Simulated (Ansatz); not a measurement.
Computed with Ansatz on PBE0-D4/def2-TZVP structures; ΔE is electronic, products minus reactants. CBS: MP2 limit from def2 TZ/QZ plus the TZ coupled-cluster correction, frozen cores. This one scheme is used for every species. DFT in def2-TZVPP. Each species was taken in one conformer, which may not be the lowest.

Consider the hydrogenolysis of a C–Si bond: `[SiH3]CN[SiH3]` + H₂ → `CN[SiH3]` + SiH₄.

CCSD(T)/CBS gives -33.7 kJ/mol.

**Question.** Another level gave -37.1 kJ/mol. Which?
A. ωB97X-V/def2-TZVPP
B. CAM-B3LYP/def2-TZVPP
C. PBE-D4/def2-TZVPP
D. BHLYP/def2-TZVPP

**Answer.** A. ωB97X-V -37.1, CAM-B3LYP -45.6, BHLYP -50.1, PBE-D4 -29.9 kJ/mol.

Largest T1 diagnostic among the species: 0.011.

Leaving LDA and LC-ωPBE aside and taking each functional with its dispersion term where it has one, the values, not all of them listed here, spread over 15.9 kJ/mol, from B2PLYP to revPBE-D4. LDA lies +7.0 kJ/mol from PBE without D4. From r2SCAN to r2SCAN0 (25 % exact exchange), in def2-TZVPP and without D4, ΔE moves by −3.4 kJ/mol. In def2-TZVPP, CCSD(T) changes the Hartree–Fock value by +24.8 kJ/mol (the triples alone add +4.8 kJ/mol) and MP2 by +30.4 kJ/mol.

CCSD(T)/CBS has its own doubt, a few kJ/mol and more with outer-core shells, so smaller differences from it don't rank the levels.
